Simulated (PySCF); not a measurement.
Which determinant of BeAs⁻ lies lowest?

Unrestricted PBE0; Be aug-cc-pVDZ-DK, As aug-cc-pVDZ-DK; spin-free X2C with a Gaussian nucleus (PySCF 2.14). Outer shells of the fragments: Be 2s2; As− 3d10 4s2 4p4.

Followed along the bond (rough minima from three points):

| 2Ms+1 | unpaired | ⟨S²⟩ at the start | R at minimum (Å) | Te (eV) |
| --- | --- | --- | --- | --- |
| 3 | σ ↑, π ↑ | 2.01 | 2.07 | 0.00 |
| 1 | σ ↑, π ↓ | 1.02 | 2.07 | 0.06 |
| 1 | none | 0.00 | 1.96 | 0.39 |

Solutions found at the starting distance of 2.235 Å, counted from the lowest of them; the search is not exhaustive and high or unbound solutions are not listed, so other states can lie among these:

| 2Ms+1 | unpaired | term | E (eV) | ⟨S²⟩ | ⟨Lz²⟩ | μ (D) |
| --- | --- | --- | --- | --- | --- | --- |
| 3 | σ ↑, π ↑ | ³Π | 0.00 | 2.01 | 1.02 | 2.82 |
| 1 | σ ↑, π ↓ | mixed | 0.06 | 1.02 | 1.01 | 2.77 |
| 1 | none | ¹Σ⁺ | 0.68 | 0.00 | 0.00 | 0.34 |

A term symbol is given only where ⟨S²⟩ and ⟨Lz²⟩ are close to those of a pure state; real π, δ and φ orbitals otherwise mix terms. A positive dipole points towards As; it is taken about the centre of mass and depends on that origin.

Spin–orbit coupling is left out.
